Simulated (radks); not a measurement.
The mean radii <r> (bohr) of the occupied orbitals of an atom or ion are listed with their occupations. All-electron calculation, scalar-relativistic Kohn-Sham, exchange-only PBE, spin-unpolarised, spherical densities, finite nucleus; Fermi nuclear charge, rms radius of each element as measured or else 0.836 A^(1/3) + 0.57 fm. Program: a radial shooting solver on a logarithmic mesh with Libxc functionals.

orbital  occ.     <r>
1s          2  0.1306
2s          2  0.6977
2p          6  0.6894
3s          1   2.818

Name the element and its charge.

Answer. Z = 12, magnesium, charge +1: Mg+ in [Ne] 3s1. The 1s radius gives Z: for a bare nucleus <r> = (2 gamma + 1)/(2Z) with gamma = sqrt(1 - (Z/c)^2), 0.1247 bohr for Z = 12, and screening makes it slightly larger (0.1306 here). The occupations add up to 11, and the charge is Z minus that.
